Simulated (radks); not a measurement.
The numbers below are computed, except where a source is named.
Initial-state core-level shifts of the manganese ion Mn2+ when its valence configuration changes from [Ar] 3d5. Level of theory: scalar-relativistic Kohn-Sham, SCAN, spin-polarised, spherical densities, finite nucleus; open shells are filled with parallel spins first; meta-GGA in the generalised Kohn-Sham scheme; Fermi nuclear charge, rms radius 3.7057 fm (a radial shooting solver on a logarithmic mesh with Libxc functionals). Shifts are changes of the shell-averaged eigenvalues in eV (positive: less bound); the change of the density at the nucleus, which sets a Mossbauer isomer shift, is in e/bohr^3, on a base of 1.324e+04.

| valence | 1s | 2p | 3s | 3p | density at nucleus |
|---|---|---|---|---|---|
| 3d4 4p1 | -9.087 | -9.971 | -8.653 | -8.371 | +2.565 |
| 3d3 4s1 4p1 | -17.750 | -19.759 | -16.449 | -15.875 | +16.301 |
| 3d2 4s1 4p2 | -28.474 | -31.729 | -25.798 | -24.911 | +21.399 |
| 3d2 4s2 4p1 | -27.820 | -31.041 | -25.121 | -24.248 | +32.070 |
| 3d4 4s0.5 4p0.5 | -8.456 | -9.373 | -8.021 | -7.743 | +7.203 |
| 3d3 4p2 | -18.983 | -20.956 | -17.665 | -17.076 | +5.883 |
| 3d2 4p3 | -29.649 | -32.883 | -26.938 | -26.035 | +9.911 |
| 3d1.5 4s2 4p1.5 | -33.571 | -37.472 | -29.954 | -28.924 | +35.783 |
